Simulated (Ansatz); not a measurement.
[(OH)3Hf]2S (Hf2SO6H6). Charge 0, multiplicity 3. Geometry r2SCAN-D4/def2-SVP, that of the neutral singlet; atoms count from 1.

Cartesian coordinates in Å:
```
Hf -1.416 0.171 1.437
O -1.424 1.651 2.673
O -2.640 -1.239 1.927
O 0.452 -0.486 1.053
S -1.617 0.841 -0.846
Hf 0.756 -0.075 -1.218
O 1.031 0.792 -2.920
O 0.806 -1.971 -1.631
O 2.413 0.548 -0.291
H -1.550 2.469 3.155
H -3.283 -1.946 1.987
H 1.352 -0.337 1.384
H 0.975 1.343 -3.701
H 0.955 -2.669 -2.271
H 3.190 0.907 -0.735
```

In the def2 sets Hf takes a core potential; there is no spin–orbit coupling. At PBE0-D4/def2-TZVP a singlet of charge 0 lies 4.58 eV below the triplet at the same geometry.

(1) Estimate the Mulliken populations from the PBE0/def2-TZVP orbitals of Ansatz.

(2) Where does the spin sit?

(3) And the Mayer bond orders between heavy atoms (over 0.3)?

Answers

(1) 
```tsv
atom	charge (e)	spin (α − β)	d electrons
Hf1	1.16	0.80	1.98
O2	-0.69	0.00	–
O3	-0.69	0.00	–
O4	-0.72	0.01	–
S5	-0.30	0.98	–
Hf6	1.35	0.16	1.75
O7	-0.67	0.01	–
O8	-0.68	0.02	–
O9	-0.72	0.00	–
H10	0.32	0.00	–
H11	0.32	0.00	–
H12	0.37	0.00	–
H13	0.32	0.00	–
H14	0.32	0.00	–
H15	0.32	0.01	–
```
Mulliken values depend strongly on the basis.

(2) Summed by element: Hf 0.96, O 0.05, S 0.98, H 0.00, of 2 unpaired in all. Largest on single atoms: S5 0.98, Hf1 0.80, Hf6 0.16.

(3) Hf1–O2 1.03 (1.93 Å); Hf1–O3 1.02 (1.93 Å); Hf1–O4 0.66 (2.02 Å); Hf1–S5 0.75 (2.39 Å); O4–Hf6 0.38 (2.33 Å); S5–Hf6 0.64 (2.57 Å); Hf6–O7 1.06 (1.93 Å); Hf6–O8 1.05 (1.94 Å); Hf6–O9 0.96 (2.00 Å).
